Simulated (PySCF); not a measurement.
Radial density of Mn (manganese, neutral)

PW91, [Ar] 3d4 4s2 5s1, high-spin 6D determinant (an excited configuration). Calculation: PySCF 2.14, in x2c-TZVPPall with one added diffuse shell each of s, p, d, f type (7s6p5d3f1g, 80 functions); scalar relativity by spin-free X2C-1e.

```json
{"r (bohr)": "0.00106", "4πr²ρ (e/bohr)": "0.2004", "4πr²(ρα − ρβ)": "0.0000"}
{"r (bohr)": "0.00179", "4πr²ρ (e/bohr)": "0.5094", "4πr²(ρα − ρβ)": "0.0001"}
{"r (bohr)": "0.00301", "4πr²ρ (e/bohr)": "1.280", "4πr²(ρα − ρβ)": "0.0002"}
{"r (bohr)": "0.00506", "4πr²ρ (e/bohr)": "3.103", "4πr²(ρα − ρβ)": "0.0005"}
{"r (bohr)": "0.00851", "4πr²ρ (e/bohr)": "7.045", "4πr²(ρα − ρβ)": "0.0011"}
{"r (bohr)": "0.0143", "4πr²ρ (e/bohr)": "14.31", "4πr²(ρα − ρβ)": "0.0022"}
{"r (bohr)": "0.0241", "4πr²ρ (e/bohr)": "24.16", "4πr²(ρα − ρβ)": "0.0034"}
{"r (bohr)": "0.0405", "4πr²ρ (e/bohr)": "30.11", "4πr²(ρα − ρβ)": "0.0035"}
{"r (bohr)": "0.0681", "4πr²ρ (e/bohr)": "25.68", "4πr²(ρα − ρβ)": "0.0047"}
{"r (bohr)": "0.115", "4πr²ρ (e/bohr)": "24.60", "4πr²(ρα − ρβ)": "0.0367"}
{"r (bohr)": "0.193", "4πr²ρ (e/bohr)": "33.29", "4πr²(ρα − ρβ)": "0.2467"}
{"r (bohr)": "0.324", "4πr²ρ (e/bohr)": "19.28", "4πr²(ρα − ρβ)": "1.1802"}
{"r (bohr)": "0.545", "4πr²ρ (e/bohr)": "12.44", "4πr²(ρα − ρβ)": "3.1220"}
{"r (bohr)": "0.917", "4πr²ρ (e/bohr)": "12.56", "4πr²(ρα − ρβ)": "3.3638"}
{"r (bohr)": "1.54", "4πr²ρ (e/bohr)": "3.181", "4πr²(ρα − ρβ)": "1.3417"}
{"r (bohr)": "2.60", "4πr²ρ (e/bohr)": "1.084", "4πr²(ρα − ρβ)": "0.1884"}
{"r (bohr)": "4.37", "4πr²ρ (e/bohr)": "0.2287", "4πr²(ρα − ρβ)": "0.0312"}
{"r (bohr)": "7.34", "4πr²ρ (e/bohr)": "0.1728", "4πr²(ρα − ρβ)": "0.1706"}
{"r (bohr)": "12.4", "4πr²ρ (e/bohr)": "0.03128", "4πr²(ρα − ρβ)": "0.0312"}
{"r (bohr)": "20.8", "4πr²ρ (e/bohr)": "2.342e-05", "4πr²(ρα − ρβ)": "0.0000"}
```

Densities and radii are taken from the X2C orbitals without a picture-change correction, which distorts them close to the nucleus.

The outer electron is Rydberg-like, and this basis confines it to a smaller radius and binds it less than a complete one would.
